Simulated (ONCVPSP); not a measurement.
**What the settings do to the ONCV potential of Rh**

Base potential:

- Element: rhodium
- Generator: ONCVPSP 4.0.1
- Type: optimised norm-conserving Vanderbilt (ONCV)
- Functional: PBE
- Relativity: scalar-relativistic
- Frozen core: [Ar] 3d10
- Valence charge: 17
- Reference configuration: 4s2 4p6 4d6 (charge +3)
- Partial waves: 4s: rc 1.35 bohr, ncon 4, nbas 8, qcut 10.1 1/bohr, 2 projectors, debl 2.4 Ha; 4p: rc 1.50 bohr, ncon 3, nbas 6, qcut 8.8 1/bohr, 3 projectors, debl 1 Ha; 4d: rc 1.20 bohr, ncon 4, nbas 8, qcut 6.8 1/bohr, 2 projectors, debl 1.1 Ha; f scattering state at 0.28 Ha: rc 1.50 bohr, ncon 4, nbas 7, qcut 7.8 1/bohr, 2 projectors, debl 1.4 Ha
- Local potential: polynomial inside 1.05 bohr (lpopt 3, dvloc0 -1 Ha)
- Core correction: none

In the s channel the program set the typed energies aside and used -4.356, 0.250 Ha. In the p channel the program set the typed energies aside and used -3.163, 0.250, 1.250 Ha. In the d channel the program set the typed energies aside and used -1.452, 0.250 Ha.

All-electron outer shells of the reference configuration (PBE, scalar-relativistic, ld1.x):

| shell | level (eV) | outermost node (bohr) | outermost maximum (bohr) |
| --- | --- | --- | --- |
| 4s | -118.54 | 0.47 | 0.88 |
| 4p | -86.07 | 0.47 | 0.94 |
| 4d | -39.51 | 0.46 | 1.11 |

Cutoffs, loose and tight: the cutoffs (Ha) at which the residual kinetic energy of the hardest occupied pseudo-wave falls to 1 and 0.1 mHa per electron. They do not see the model core or the augmentation charge, which bear on the density cutoff. Test errors are all-electron minus pseudo excitation energies from the reference, over the configurations 4s2 4p6 4d8 5s1; 4s2 4p6 4d8; 4s2 4p6 4d7; 4s2 4p6 4d7 5s2. A dash means not determined; rows that change the core or the reference have their own tests.

A true bound ghost makes a file unfit for plane-wave use even where its test errors are small: the radial tests pick states by their node count and pass the ghost by.

```csv
change,outcome,"cutoff, loose","cutoff, tight",bound ghosts,GHOST(+) flags above zero,largest test error (meV)
base,"generated, projector energies reset by the program",47 Ha,148 Ha,none,s,+7.8
d: qcut 4.3,"generated, projector energies reset by the program",147 Ha,170 Ha,d,s,+7.7
d: qcut 4.8,"generated, projector energies reset by the program",145 Ha,169 Ha,d,s,+7.8
d: qcut 6.7,"generated, projector energies reset by the program",49 Ha,149 Ha,none,s,+7.8
d: qcut 8.5,"generated, projector energies reset by the program",35 Ha,40 Ha,none,s,+7.8
d: qcut 9.1,"generated, projector energies reset by the program",35 Ha,40 Ha,none,s,+7.8
d: qcut 10,"generated, projector energies reset by the program",35 Ha,40 Ha,none,s,+7.8
```

Q: What comes out with this change to the base: d: qcut 7.8?

A: outcome: generated, projector energies reset by the program; cutoff, loose: 35 Ha; cutoff, tight: 59 Ha; bound ghosts: none; GHOST(+) flags above zero: s; largest test error (meV): +7.8.

Q: What comes out with this change to the base: d: qcut 6?

A: outcome: generated, projector energies reset by the program; cutoff, loose: 122 Ha; cutoff, tight: 160 Ha; bound ghosts: none; GHOST(+) flags above zero: s; largest test error (meV): +7.8.

Reading the sweep of the qcut of the d channel (base included, trends over the rows without a ghost): The loose cutoff falls from 122 Ha at 6 to 35 Ha at 10 1/bohr. The median size of the test errors (rows with all tests solved) stays near 5.3 meV. Bound ghosts are found at 4.3, 4.8 1/bohr.
